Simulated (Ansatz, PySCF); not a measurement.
Reaction (SMILES): N[SiH]N -> [NH][SiH2]N
Geometries: B3LYP-D3(BJ)/def2-TZVP minima from Ansatz (a quantum-chemistry and plane-wave program), one conformer each, not searched for the lowest. Frequencies are from Ansatz or PySCF.

Quantity: isomerisation energy (enthalpy at 298 K, with B3LYP-D3(BJ) rigid-rotor harmonic-oscillator terms), in kJ/mol. Valence correlation only, unless marked. Open shells are spin-unrestricted. No spin-orbit coupling. No relativistic terms. Basis-set limits of correlation are two-point, X^-3; Hartree-Fock from the larger set.

Level to compare with: CCSD(T)/CBS(aug-cc-pV(T+d)Z,aug-cc-pV(Q+d)Z) (Ansatz), 74.7 kJ/mol. It is a level with limits of its own, and the differences hold the functionals' basis error too.

Question: Rank these functionals by how close they come to CCSD(T)/CBS(aug-cc-pV(T+d)Z,aug-cc-pV(Q+d)Z), closest first: SVWN5/def2-TZVPD (Ansatz); B97M-V/def2-TZVPD (Ansatz); HSE06/def2-TZVPD (Ansatz).

Answer: HSE06/def2-TZVPD (screened hybrid, 78.7 kJ/mol, difference 4.0), B97M-V/def2-TZVPD (meta-GGA with VV10, 64.6 kJ/mol, difference -10.1), SVWN5/def2-TZVPD (LDA, 111.0 kJ/mol, difference 36.3)
